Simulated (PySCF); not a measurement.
Job file and geometry (Å, from PBE0-D3(BJ)/def2-SVP) of a spin–spin coupling run on GeH3(nBu), C$_{4}$H$_{12}$Ge, PBE/pcJ-1 Ge:pcSseg-1 indirect spin-spin coupling, non-relativistic, gas phase in PySCF; density fitting, a coarse starting grid and PySCF grid level 2 are the driver's defaults:

```
$ OMP_NUM_THREADS=1 python probes_run.py task.json out

{"job": {"kind": "j", "xc": "PBE", "basis": "pcJ-1"}, "charge": 0, "multiplicity": 1}
Ge     1.333230     1.787783     1.570072
H      1.309758     1.809003     3.111276
H      2.801501     1.772203     1.096368
H      0.669109     3.077994     1.046671
C      0.390528     0.212970     0.884415
C      0.362391     0.132683    -0.639351
C     -0.279238    -1.139426    -1.192121
C     -1.760087    -1.284518    -0.876280
H      0.880518    -0.680526     1.308366
H     -0.629988     0.233769     1.300636
H     -0.173526     1.010547    -1.044653
H      1.392010     0.207454    -1.030565
H     -0.136321    -1.157641    -2.286065
H      0.270365    -2.015593    -0.803494
H     -2.181972    -2.188656    -1.340773
H     -1.944034    -1.358338     0.206849
H     -2.332764    -0.420329    -1.251101
```

Task: What does the program print?

Result: 
```
coarse grid: 57800 points
cycle   1  E = -2235.7373968603  dE = -6.568e-01  |g| = 1.213e+00  |ddm| = 3.171e+00
cycle   2  E = -2235.4719016632  dE =  2.655e-01  |g| = 1.627e+00  |ddm| = 1.792e+00
cycle   3  E = -2235.8766253903  dE = -4.047e-01  |g| = 2.491e-01  |ddm| = 1.410e+00
cycle   4  E = -2235.8921758115  dE = -1.555e-02  |g| = 8.750e-02  |ddm| = 3.111e-01
cycle   5  E = -2235.8935656079  dE = -1.390e-03  |g| = 2.043e-02  |ddm| = 8.462e-02
cycle   6  E = -2235.8936688966  dE = -1.033e-04  |g| = 4.854e-03  |ddm| = 2.458e-02
cycle   7  E = -2235.8936738769  dE = -4.980e-06  |g| = 1.521e-03  |ddm| = 4.793e-03
final grid: 122336 points
cycle   8  E = -2235.8936714471  dE =  6.394e-07  |g| = 2.445e-03  |ddm| = 3.935e-03
cycle   9  E = -2235.8936692186  dE =  2.228e-06  |g| = 4.135e-03  |ddm| = 5.125e-03
cycle  10  E = -2235.8936727408  dE = -3.522e-06  |g| = 2.416e-04  |ddm| = 3.081e-03
cycle  11  E = -2235.8936727567  dE = -1.593e-08  |g| = 7.524e-05  |ddm| = 3.242e-04
cycle  12  E = -2235.8936727579  dE = -1.201e-09  |g| = 7.588e-06  |ddm| = 6.872e-05
cycle  13  E = -2235.8936727580  dE = -1.864e-11  |g| = 2.553e-06  |ddm| = 8.860e-06
converged SCF energy = -2235.8936727580

Indirect spin-spin couplings (Hz)
  i      j    bonds     total        FC       PSO       DSO        SD
  1 H    2 H    2      5.572     8.662     1.122    -4.212         -
  1 H    3 H    2      5.386     8.473     1.120    -4.207         -
  1 H    4 C    2      5.976     6.494     0.065    -0.583         -
  1 H    5 C    3      7.604     8.094     0.201    -0.691         -
  1 H    6 C    4      2.054     2.241     0.162    -0.348         -
  1 H    7 C    5     -0.211    -0.100     0.103    -0.213         -
  1 H    8 H    3     -0.313     0.202     0.141    -0.655         -
  1 H    9 H    3     -0.165     0.309     0.094    -0.567         -
  1 H   10 H    4     -1.810    -0.011     0.863    -2.662         -
  1 H   11 H    4     -1.608     0.327     0.893    -2.828         -
  1 H   12 H    5     -0.187     0.460     0.810    -1.457         -
  1 H   13 H    5     -0.705    -0.158     0.485    -1.032         -
  1 H   15 H    6     -0.255     0.028     0.110    -0.393         -
  1 H   16 H    6     -0.436     0.029     0.405    -0.870         -
  2 H    3 H    2      6.078     9.095     1.075    -4.092         -
  2 H    4 C    2      4.016     4.493     0.086    -0.562         -
  2 H    5 C    3      0.595     0.648    -0.010    -0.043         -
  2 H    6 C    4     -0.273    -0.219     0.113    -0.168         -
  2 H    7 C    5      0.277     0.378     0.140    -0.241         -
  2 H    8 H    3      0.051     0.606     0.196    -0.751         -
  2 H    9 H    3      7.453     9.790     1.586    -3.924         -
  2 H   10 H    4     -0.623    -0.105     0.323    -0.841         -
  2 H   11 H    4      0.500    -0.133    -0.928     1.560         -
  2 H   12 H    5     -0.154    -0.084     0.470    -0.540         -
  2 H   15 H    6     -0.471     0.079     0.502    -1.053         -
  2 H   16 H    6     -0.453    -0.014     0.515    -0.954         -
  3 H    4 C    2      3.890     4.367     0.092    -0.568         -
  3 H    5 C    3      0.734     0.780    -0.010    -0.036         -
  3 H    6 C    4     -0.207    -0.145     0.134    -0.196         -
  3 H    8 H    3      7.740    10.082     1.598    -3.940         -
  3 H    9 H    3     -0.176     0.425     0.208    -0.810         -
  3 H   10 H    4      0.464    -0.132    -0.867     1.462         -
  3 H   11 H    4     -0.567    -0.133     0.178    -0.611         -
  3 H   13 H    5     -0.229     0.229     0.752    -1.210         -
  3 H   15 H    6     -0.193    -0.006     0.196    -0.382         -
  4 C    5 C    1     29.329    29.566    -0.520     0.283         -
  4 C    6 C    2     -1.171    -1.022    -0.200     0.051         -
  4 C    7 C    3      1.306     1.308    -0.041     0.039         -
  4 C    8 H    1    121.877   119.426     1.207     1.243         -
  4 C    9 H    1    122.413   119.970     1.188     1.256         -
  4 C   10 H    2     -1.971    -2.207     0.109     0.127         -
  4 C   11 H    2     -2.604    -2.811     0.086     0.120         -
  4 C   12 H    3     10.291    10.237     0.355    -0.301         -
  4 C   13 H    3      3.688     3.503     0.000     0.185         -
  4 C   14 H    4      0.188     0.120     0.252    -0.184         -
  4 C   15 H    4      0.223     0.052    -0.199     0.370         -
  5 C    6 C    1     29.183    29.400    -0.441     0.224         -
  5 C    7 C    2     -0.803    -0.646    -0.172     0.014         -
  5 C    8 H    2     -3.156    -3.372     0.173     0.043         -
  5 C    9 H    2     -3.255    -3.463     0.165     0.043         -
  5 C   10 H    1    118.591   116.691     0.874     1.025         -
  5 C   11 H    1    120.164   118.262     0.891     1.011         -
  5 C   12 H    2     -2.132    -2.150     0.077    -0.059         -
  5 C   13 H    2     -2.935    -3.012     0.116    -0.040         -
  5 C   14 H    3     11.617    11.633     0.360    -0.376         -
  5 C   15 H    3      1.856     1.846    -0.020     0.031         -
  5 C   16 H    3      3.265     3.212    -0.025     0.078         -
  6 C    7 C    1     31.174    31.367    -0.370     0.177         -
  6 C    8 H    3      3.729     3.627    -0.041     0.143         -
  6 C    9 H    3      1.907     1.869    -0.038     0.076         -
  6 C   10 H    2     -2.729    -2.813     0.128    -0.044         -
  6 C   11 H    2     -2.345    -2.360     0.064    -0.049         -
  6 C   12 H    1    119.562   117.759     0.967     0.836         -
  6 C   13 H    1    118.542   116.731     0.944     0.867         -
  6 C   14 H    2     -2.186    -2.209     0.220    -0.197         -
  6 C   15 H    2     -3.423    -3.484     0.222    -0.161         -
  6 C   16 H    2     -3.221    -3.277     0.222    -0.166         -
  7 C    9 H    4      0.175     0.072    -0.188     0.291         -
  7 C   10 H    3      3.559     3.485     0.021     0.053         -
  7 C   11 H    3      9.287     9.303     0.380    -0.395         -
  7 C   12 H    2     -3.033    -3.011     0.177    -0.199         -
  7 C   13 H    2     -2.404    -2.424     0.205    -0.185         -
  7 C   14 H    1    121.182   119.330     1.257     0.596         -
  7 C   15 H    1    119.356   117.476     1.225     0.655         -
  7 C   16 H    1    119.029   117.150     1.242     0.638         -
  8 H    9 H    2    -12.092   -13.266     2.145    -0.971         -
  8 H   10 H    3     15.081    14.833     2.587    -2.339         -
  8 H   11 H    3      3.288     2.890     0.416    -0.018         -
  8 H   15 H    5      0.284     0.021    -0.583     0.846         -
  9 H   10 H    3      4.790     4.374     0.165     0.250         -
  9 H   11 H    3     16.046    15.803     2.581    -2.339         -
  9 H   12 H    4     -0.435    -0.534     1.501    -1.402         -
  9 H   15 H    5      0.248    -0.264    -2.328     2.841         -
  9 H   16 H    5      0.282     0.039    -0.521     0.763         -
 10 H   11 H    2    -13.184   -13.794     1.934    -1.324         -
 10 H   12 H    3      2.737     2.639     0.293    -0.195         -
 10 H   13 H    3     13.197    13.112     2.628    -2.542         -
 10 H   14 H    4     -0.266    -0.305     1.359    -1.320         -
 10 H   15 H    4     -0.183    -0.232     0.491    -0.442         -
 11 H   12 H    3      4.656     4.542    -0.083     0.198         -
 11 H   13 H    3      2.839     2.706     0.284    -0.151         -
 11 H   14 H    4      1.272     1.211     1.578    -1.517         -
 11 H   15 H    4     -0.529    -0.561     1.532    -1.500         -
 11 H   16 H    4     -0.213    -0.268     1.332    -1.277         -
 12 H   13 H    2    -13.547   -13.767     2.120    -1.900         -
 12 H   14 H    3      4.219     4.292     0.334    -0.407         -
 12 H   15 H    3     16.095    16.131     2.707    -2.743         -
 12 H   16 H    3      3.457     3.511     0.535    -0.589         -
 13 H   14 H    3      2.841     2.900     0.440    -0.500         -
 13 H   15 H    3      4.459     4.479     0.360    -0.379         -
 13 H   16 H    3     15.304    15.333     2.711    -2.740         -
 14 H   15 H    2    -12.942   -13.107     2.588    -2.423         -
 14 H   16 H    2    -12.760   -12.900     2.634    -2.494         -
 15 H   16 H    2    -11.838   -12.029     2.499    -2.308         -
```

Size and cost of the density-fitted run: 269 basis functions, 2.4 min wall time (2 min CPU) on 1 thread of an AMD EPYC, shared host; peak memory 1.1 GiB.
